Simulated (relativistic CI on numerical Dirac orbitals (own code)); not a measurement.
## Mo³⁺ (4d3) in a crystal field

Calculated by Dirac-Coulomb-Breit CI, separate exchange-only KLI orbitals for each configuration, model QED (radiative potential, 1s self-energy scaled to tabulated hydrogen-like ionisation energies), valence Slater integrals scaled by 0.65, one configuration in a parametric crystal field (own radial code).

Field parameters in Wybourne normalisation: D3d B²₀ = −7Dσ, B⁴₀ = −14Dq − 21Dτ, B⁴₃ = −14√(10/7) Dq; D4h B²₀ = −7Ds, B⁴₀ = 21(Dq − Dt), B⁴₄ = 21√(5/14) Dq; Oh B⁴₀ = 21Dq, B⁴₄ = √(5/14) B⁴₀; Td as Oh with Dq negative (B⁴₀ = 21Dq, B⁴₄ = √(5/14) B⁴₀). The field is a parameter set, without covalency.

S is read from ⟨S²⟩ = S(S + 1).

Powder χT (cm³ K mol⁻¹) by Van Vleck's formula, with temperature-independent terms:

| Field | 2 K | 5 K | 10 K | 20 K | 50 K | 100 K | 200 K | 300 K |
| --- | --- | --- | --- | --- | --- | --- | --- | --- |
| D3d, 10Dq = 22500, Dσ = 30, Dτ = 320 cm⁻¹ | 1.42 | 1.63 | 1.69 | 1.71 | 1.72 | 1.72 | 1.73 | 1.74 |
| D3d, 10Dq = 43000, Dσ = -290, Dτ = -90 cm⁻¹ | 1.75 | 1.78 | 1.78 | 1.78 | 1.79 | 1.79 | 1.79 | 1.8 |
| D4h, 10Dq = 17550, Ds = -620, Dt = -390 cm⁻¹ | 1.5 | 1.64 | 1.67 | 1.68 | 1.68 | 1.69 | 1.7 | 1.71 |
| Oh, 10Dq = 38450 cm⁻¹ | 1.77 | 1.77 | 1.77 | 1.78 | 1.78 | 1.78 | 1.79 | 1.79 |
| Oh, 10Dq = 38500 cm⁻¹ | 1.77 | 1.77 | 1.77 | 1.78 | 1.78 | 1.78 | 1.79 | 1.79 |
| Oh, 10Dq = 43300 cm⁻¹ | 1.79 | 1.79 | 1.79 | 1.79 | 1.79 | 1.79 | 1.8 | 1.8 |
| Oh, 10Dq = 44050 cm⁻¹ | 1.79 | 1.79 | 1.79 | 1.79 | 1.79 | 1.79 | 1.8 | 1.8 |
| Td, 10Dq = -16550 cm⁻¹ | 0.32 | 0.32 | 0.321 | 0.324 | 0.33 | 0.341 | 0.362 | 0.384 |

**Question.** For D3d, 10Dq = 43000, Dσ = -290, Dτ = -90 cm⁻¹: what effective moment follows at 300 K?

**Answer.** μ_eff = √(8χT) = 3.79 μB. The ground level has S = 1.50; the spin-only moment for S = 3/2 is 3.88 μB. The difference comes from the orbital moment, spin-orbit mixing of terms and temperature-independent paramagnetism, all larger in this ionic model than in covalent complexes.
